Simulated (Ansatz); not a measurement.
This geometry of CH5OSb (8 atoms, charge 0, multiplicity 1) is a first-order saddle point.

Method: RKS PBE0/def2-SVP (Ansatz 0.2.0).

```xyz
8
Properties=species:S:1:pos:R:3
C -0.566 1.089 -0.427
O -0.361 -0.013 0.408
Sb 1.064 -1.347 -0.022
H -1.561 1.038 -0.908
H 0.181 1.190 -1.239
H -0.529 2.023 0.163
H 1.762 -1.332 1.553
H 0.103 -2.705 0.416
```

Which two structures does it join? (They come from a converged band through this point; their orientation in space is the band's.)

No bond is made or broken. The dihedral H5–C1–O2–Sb3 goes from -72 to 51°. The two ends are copies of one structure, up to a mirror image or an exchange of like atoms.

Initial state:

```xyz
8
Properties=species:S:1:pos:R:3
C -0.459 1.147 -0.156
O -0.519 -0.111 0.446
Sb 0.418 -1.637 -0.458
H -0.740 1.142 -1.229
H 0.543 1.619 -0.080
H -1.171 1.811 0.363
H 1.982 -1.335 0.220
H 0.039 -2.693 0.839
```

Final state:

```xyz
8
Properties=species:S:1:pos:R:3
C -0.548 0.969 -0.564
O -0.628 -0.307 -0.004
Sb 1.054 -1.393 0.117
H -1.574 1.340 -0.726
H -0.034 0.993 -1.548
H -0.035 1.700 0.094
H 1.614 -0.716 1.608
H 0.243 -2.644 0.966
```

How far does it lie above each of them?

2.8 kJ/mol above the first and 2.8 kJ/mol above the second. This is the barrier of this one path; another mechanism may lie lower.

Run time: 4.6 min on 1 thread of Intel(R) Xeon(R) Platinum 8375C CPU @ 2.90GHz (Ice Lake), on a shared host, peak memory 0.17 GiB.
